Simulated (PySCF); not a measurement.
Species: (F)2Ti(OSiH2)2O (singlet state).
Z-matrix (Å and degrees, PBE0-D3(BJ)/def2-SVP geometry), rows numbered from 1:
```
Ti
F   1  1.7422
F   1  1.7424  2  111.00
O   1  1.7753  2  110.81  3  -124.40
Si  4  1.6775  1  134.72  2  -115.19
O   5  1.6601  4  106.53  1    -1.34
Si  6  1.6597  5  135.83  4    -0.76
O   7  1.6773  6  106.50  5     0.99
H   5  1.4839  4  109.20  1   116.98
H   5  1.4838  4  109.12  1  -119.71
H   7  1.4838  6  109.66  5   118.98
H   7  1.4839  6  109.71  5  -117.01
```

Method: TDDFT PBE0/def2-SVPD, vertical, gas phase, core orbitals frozen in the response (PySCF).

Computed states:

| state | E (eV) | f |
| --- | --- | --- |
| S1 | 5.57 | 0.0019 |
| S2 | 5.72 | 0.017 |
| S3 | 5.78 | 0.0002 |
| S4 | 6.09 | 0.027 |
| S5 | 6.39 | 0.0003 |
| S6 | 6.44 | 0.012 |
| S7 | 6.52 | 0.0001 |
| S8 | 6.60 | 0.0023 |
| S9 | 6.64 | 0.0009 |
| S10 | 6.71 | 0.024 |
| S11 | 6.80 | 0.0000 |
| S12 | 6.87 | 0.0000 |
| S13 | 6.90 | 0.011 |
| S14 | 7.11 | 0.0010 |
| S15 | 7.12 | 0.026 |

Each state is given a Gaussian of 0.5 eV full width at half maximum, with ε(max) = 2.175×10⁸ f / Δν̃ (Δν̃ the width in cm⁻¹). The width is an assumption, not a result. The curve ends short of the highest state used, and states not computed would add to its high-energy end.

(1) What does the envelope look like, and where are its maxima?

(2) Coming from long wavelengths, where does ε first pass 100 L mol⁻¹ cm⁻¹?

(3) On this curve, what absorbance would a 10⁻³ mol/L sample give at 193 nm over a 1 cm path?

## Answers

(1) 
(λ (nm), ε (L mol⁻¹ cm⁻¹)): (190.0, 1961), (192.4, 1793), (194.7, 1713), (197.0, 1718), (199.3, 1776), (201.6, 1836), (204.0, 1857), (206.3, 1821), (208.6, 1744), (210.9, 1645), (213.3, 1531), (215.6, 1410), (217.9, 1269), (220.2, 1105), (222.6, 915), (224.9, 727), (227.2, 550), (229.5, 396), (231.8, 272), (234.2, 174), (236.5, 109), (238.8, 66), (241.1, 38), (243.5, 21), (245.8, 11), (248.1, 6), (250.4, 3), (252.8, 1), (255.1, 1), (257.4, 0)

Maxima: 204 nm (6.09 eV), ε about 1900, made up of S2 (11%) and S4 (78%) (ε in L mol⁻¹ cm⁻¹; maxima over ε = 5, shares over 10%). At its high-energy end, 6.52 eV, the curve is still rising (ε about 1900, from S6 and S10).

(2) At about 237 nm (5.23 eV), 0.33 eV below S1.

(3) 193 nm is 6.424 eV, where ε is about 1800 L mol⁻¹ cm⁻¹, so A = ε c l ≈ 1.8 (Beer–Lambert, with the gas-phase spectrum and the assumed width).
